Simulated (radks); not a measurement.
Spin polarisation of the 5d2 shell in Ta3+. Start: [Xe] 4f14 5d(up 1, down 1); electrons of 5d are moved from spin down to spin up, other shells keep equal spins. All-electron calculation, scalar-relativistic Kohn-Sham, r2SCAN, spin-polarised, spherical densities, finite nucleus; meta-GGA in the generalised Kohn-Sham scheme; Fermi nuclear charge, rms radius of each element as measured or else 0.836 A^(1/3) + 0.57 fm. Program: a radial shooting solver on a logarithmic mesh with Libxc functionals.

| moment (Bohr magnetons) | E - E(0) (eV) | e(5d up) (eV) | e(5d down) (eV) | 4f down minus up (eV) | 5p down minus up (eV) |
|---|---|---|---|---|---|
| 0 | 0.000 | -28.839 | -28.839 | 0.000 | 0.000 |
| 0.5 | -0.070 | -29.105 | -28.547 | 0.064 | 0.384 |
| 1 | -0.280 | -29.350 | -28.220 | 0.127 | 0.770 |
| 1.5 | -0.638 | -29.577 | -27.836 | 0.192 | 1.156 |
| 2 | -1.161 | -29.793 | -27.295 | 0.259 | 1.546 |

At moment 2 the spin-polarisation energy is -1.161 eV and the 5d exchange splitting 2.499 eV, that is 1.249 eV per Bohr magneton; E = -I m^2/4 would give I = 1.161 eV.
